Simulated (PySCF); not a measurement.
Compound: C₃H₁₁NOP₂Si.
Bonds: C1–N2, N2–C3, N2–C4, C4–O5 (double), C4–Si6, Si6–P7, Si6–P8. Hydrogens: H9, H10, H11 on C1; H12, H13, H14 on C3; H15 on Si6; H16, H17 on P7; H18, H19 on P8.

The same species was optimised twice, with GFN2-xTB and with PBE0-D3(BJ)/def2-SVP (PySCF), and the same property calculations (PySCF, gas phase) were run on both structures.

```json
{"coordinate": "N2–C4 (Å)", "GFN2-xTB": "1.336", "PBE0-D3(BJ)/def2-SVP": "1.361", "change": "+0.025"}
{"coordinate": "Si6–P8 (Å)", "GFN2-xTB": "2.234", "PBE0-D3(BJ)/def2-SVP": "2.252", "change": "+0.018"}
{"coordinate": "Si6–P7 (Å)", "GFN2-xTB": "2.258", "PBE0-D3(BJ)/def2-SVP": "2.270", "change": "+0.012"}
{"coordinate": "C4–Si6 (Å)", "GFN2-xTB": "1.930", "PBE0-D3(BJ)/def2-SVP": "1.938", "change": "+0.008"}
{"coordinate": "C4=O5 (Å)", "GFN2-xTB": "1.228", "PBE0-D3(BJ)/def2-SVP": "1.223", "change": "-0.005"}
{"coordinate": "N2–C3 (Å)", "GFN2-xTB": "1.448", "PBE0-D3(BJ)/def2-SVP": "1.443", "change": "-0.005"}
{"coordinate": "C1–N2 (Å)", "GFN2-xTB": "1.438", "PBE0-D3(BJ)/def2-SVP": "1.437", "change": "-0.001"}
{"coordinate": "C4–Si6–P8 (°)", "GFN2-xTB": "90.7", "PBE0-D3(BJ)/def2-SVP": "101.0", "change": "+10.3"}
{"coordinate": "C4–Si6–P7 (°)", "GFN2-xTB": "114.8", "PBE0-D3(BJ)/def2-SVP": "109.2", "change": "-5.6"}
{"coordinate": "P7–Si6–P8 (°)", "GFN2-xTB": "117.2", "PBE0-D3(BJ)/def2-SVP": "112.5", "change": "-4.7"}
{"coordinate": "N2–C4–Si6 (°)", "GFN2-xTB": "124.8", "PBE0-D3(BJ)/def2-SVP": "122.2", "change": "-2.6"}
{"coordinate": "O5–C4–Si6 (°)", "GFN2-xTB": "112.6", "PBE0-D3(BJ)/def2-SVP": "114.8", "change": "+2.2"}
{"coordinate": "C1–N2–C3 (°)", "GFN2-xTB": "115.6", "PBE0-D3(BJ)/def2-SVP": "116.9", "change": "+1.3"}
{"coordinate": "C3–N2–C4 (°)", "GFN2-xTB": "120.4", "PBE0-D3(BJ)/def2-SVP": "119.3", "change": "-1.1"}
{"coordinate": "C1–N2–C4 (°)", "GFN2-xTB": "124.1", "PBE0-D3(BJ)/def2-SVP": "123.7", "change": "-0.4"}
{"coordinate": "C1–N2–C4–O5 (°)", "GFN2-xTB": "-179", "PBE0-D3(BJ)/def2-SVP": "-178", "change": "+1"}
{"coordinate": "N2–C4–Si6–P7 (°)", "GFN2-xTB": "56", "PBE0-D3(BJ)/def2-SVP": "63", "change": "+7"}
```

Rotational constants: A = 1370, B = 896.1, C = 585.3 MHz (GFN2-xTB) against A = 1438, B = 824.5, C = 584.4 MHz (PBE0-D3(BJ)/def2-SVP). Point groups within 0.08 Å: C1 and C1.

On the GFN2-xTB structure: HOMO (eV) -6.90 [PBE0/pcSseg-1]; LUMO (eV) -0.42 [PBE0/pcSseg-1]; dipole (D) 3.37 [PBE0/pcSseg-1]; GIAO shielding of C1 (ppm) 146.7 [PBE0/pcSseg-1]; GIAO shielding of N2 (ppm) 128.5 [PBE0/pcSseg-1]; GIAO shielding of C3 (ppm) 153.8 [PBE0/pcSseg-1]; GIAO shielding of C4 (ppm) 4.8 [PBE0/pcSseg-1]; GIAO shielding of O5 (ppm) -155.9 [PBE0/pcSseg-1]; GIAO shielding of Si6 (ppm) 372.0 [PBE0/pcSseg-1]; GIAO shielding of P7/P8 (mean) (ppm) 607.2 [PBE0/pcSseg-1].

Q: What do these properties become on the PBE0-D3(BJ)/def2-SVP structure?

A: 
```tsv
property	level	on GFN2-xTB	on PBE0-D3(BJ)/def2-SVP	change
HOMO (eV)	PBE0/pcSseg-1	-6.90	-7.08	-0.18
LUMO (eV)	PBE0/pcSseg-1	-0.42	-0.46	-0.04
dipole (D)	PBE0/pcSseg-1	3.37	3.38	+0.01
energy, GFN2-xTB geometry as zero (kcal/mol)	PBE0/pcSseg-1	0.0	-5.7	-5.7
GIAO shielding of C1 (ppm)	PBE0/pcSseg-1	146.7	145.4	-1.3
GIAO shielding of N2 (ppm)	PBE0/pcSseg-1	128.5	125.3	-3.2
GIAO shielding of C3 (ppm)	PBE0/pcSseg-1	153.8	154.1	+0.3
GIAO shielding of C4 (ppm)	PBE0/pcSseg-1	4.8	4.0	-0.8
GIAO shielding of O5 (ppm)	PBE0/pcSseg-1	-155.9	-158.8	-2.9
GIAO shielding of Si6 (ppm)	PBE0/pcSseg-1	372.0	376.9	+4.9
GIAO shielding of P7/P8 (mean) (ppm)	PBE0/pcSseg-1	607.2	582.4	-24.8
```

The heavy atoms differ by 0.195 Å rms after alignment. Among bonds between heavy atoms N2–C4 changes most (+0.025 Å). Changes are differences of the printed values. Neither structure is proved a minimum here.

Shape of the structure used: `[CH3:1][N:2]([CH3:3])[C:4](=[O:5])[SiH:6]([PH2:7])[PH2:8]`: C1–N2–C4–O5 -178°, N2–C4–Si6–P7 63°, H–P7–Si6–C4 68°, H–P7–Si6–C4 162°, H–P8–Si6–C4 162°, H–P8–Si6–C4 68°.
